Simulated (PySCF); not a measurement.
# What a mistake does to a calculation on GeH6NSi

These are calculations, not measurements. They come from PySCF 2.14.0, an open-source quantum chemistry program, on an isolated molecule that a program drew, which may never have been made. The molecule is GeH6NSi (charge 0, doublet), drawn as the SMILES string `[NH2][GeH][SiH3]`.

Each row is a Hartree-Fock (HF) and frozen-core CCSD(T) single point in the cc-pV(D+d)Z basis, meant for a local HF minimum. Run 1 is clean. Each other run has one planted mistake out of seven kinds, and not every kind appears here: one electron removed, one electron added, multiplicity raised by two, geometry at a saddle point, minimal basis STO-3G, one bond length entered in bohr, all coordinates scaled. The reference is restricted for singlets and unrestricted otherwise, and also for a bond in bohr. Adding or removing an electron swaps singlet and doublet. Electrons count all cores. HOMO and LUMO are orbital energies over both spins, the gradient is its largest component, and the lowest frequency (negative if imaginary) is given only where the gradient is small. Bond lengths are over the 8 bonds as drawn. T1 is the CCSD diagnostic: over 0.02 (restricted) or 0.045 (unrestricted) a single reference is doubtful. Germanium has the cc-pVDZ-PP basis, with a core potential (ECP10MDF) in place of its 10 inner electrons, and its 3s, 3p and 3d shells are frozen in CCSD(T).

Geometry of the clean run:
```xyz
9
GeH6NSi, angstrom
N    -0.2014    1.4236   -2.6065
Ge    1.3930    0.7904   -3.2991
Si    2.8265    0.1122   -1.4795
H    -0.7882    1.9089   -3.2637
H    -0.7626    0.7393   -2.1291
H     1.9844    1.9651   -4.1060
H     4.0621   -0.4838   -2.0403
H     2.1228   -0.9155   -0.6751
H     3.1963    1.2405   -0.5916
```

| run | electrons | basis functions | <S^2> | HOMO (eV) | LUMO (eV) | gradient (hartree/bohr) | lowest frequency (cm^-1) | mean bond (Å) | longest bond (Å) | T1 | HF (hartree) | CCSD(T) (hartree) | mistake |
|---|---|---|---|---|---|---|---|---|---|---|---|---|---|
| 1 | 59 | 90 | 0.760 | -7.89 | 1.34 | 3.4e-05 | 93 | 1.5332 | 2.414 | 0.0169 | -640.23690 | -640.65755 | no fault |
| 2 | 58 | 90 | 0.000 | -16.74 | -6.10 | 5.6e-02 | - | 1.5332 | 2.414 | 0.0246 | -639.97961 | -640.40418 | one electron removed |
| 3 | 59 | 90 | 1.585 | -8.01 | 1.29 | 7.5e-03 | - | 1.6981 | 2.802 | 0.0470 | -640.12876 | -640.53827 | one bond length entered in bohr |
| 4 | 60 | 90 | 0.000 | -0.39 | 8.48 | 6.0e-02 | - | 1.5332 | 2.414 | 0.0131 | -640.21762 | -640.66342 | ? |

**Which mistake was planted in run 4, and what did it cost?**

It counts 60 electrons, one more than the clean run, at the same geometry and basis. So the mistake is: one electron added. Subtracting run 1 and multiplying by 627.51 kcal/mol a hartree, the energy moved by 12.1 kcal/mol in HF and -3.7 kcal/mol in CCSD(T).

Cautions from the logs. Run 2: T1 is over the limit, so its CCSD(T) energy is less reliable; run 3: T1 is over the limit, so its CCSD(T) energy is less reliable.
